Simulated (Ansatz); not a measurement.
Molecule: sum formula TiH3F, net charge 0, singlet state. SMILES: [F][TiH3]
Structure (B3LYP-D3(BJ)/def2-TZVP (Ansatz, a quantum-chemistry and plane-wave program) minimum search):
```
Ti
F 1 1.7440
H 1 1.6927 2 109.40
H 1 1.6927 3 109.54 2 -119.91
H 1 1.6927 3 109.54 4 -120.18
```
Charge 0, spin multiplicity 1.

Parts of the frozen-core correlation energy in 6-31G (Ansatz, hartree). Frozen orbitals: 10; correlated occupied orbitals by spin: 7 and 7; virtual: 27 and 27. No spin-orbit coupling. No relativistic terms.

```json
[
 {"term": "reference (HF)", "value": "-949.46412"},
 {"term": "MP2 opposite-spin", "value": "…"},
 {"term": "MP2 same-spin", "value": "-0.05615"},
 {"term": "CCSD correlation", "value": "…"},
 {"term": "(T)", "value": "…"},
 {"term": "T1 diagnostic", "value": "0.033"},
 {"term": "largest doubles amplitude", "value": "0.057"}
]
```

### Question
Fill in the missing entries.

### Answer

- MP2 opposite-spin, value: -0.18154
- CCSD correlation, value: -0.25239
- (T), value: -0.01340
